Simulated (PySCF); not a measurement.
In(H)(Cl)(OMe) (CH₄ClInO), SMILES C[O][InH][Cl].

Coordinates come from a PBE0-D3(BJ)/def2-SVP optimisation. The structure was generated by enumeration; whether it is a known compound was not checked. The def2 effective core potentials stand for the cores of In; spin–orbit coupling is left out. One conformer was computed; it need not be the lowest.

Two levels are set side by side: TDA-PBE/def2-SVPD (PySCF) and TDA-PBE0/def2-SVPD (PySCF). Vertical, same geometry. The lowest singlet is HOMO→LUMO 99 % with PBE and HOMO→LUMO+1 98 % with the other functional; states are paired by order. Differences are taken from unrounded values.

```
quantity                               TDA-PBE0  TDA-PBE  TDA-PBE minus TDA-PBE0
-------------------------------------  --------  -------  ----------------------
lowest singlet excitation (eV)             4.82     3.99                   -0.83
lowest triplet excitation (TDA) (eV)       4.45     3.69                   -0.76
first bright state (f over 0.05) (eV)      5.78     5.01                   -0.77
its oscillator strength                    0.20     0.17                   -0.03
```

A lower first singlet is the usual sign of a functional without exact exchange. Differences between two approximate levels are no errors against the true value.

Rough cost on one machine, each run with all the roots and properties that it gave: TDA-PBE0 against TDA-PBE within a factor of 2.
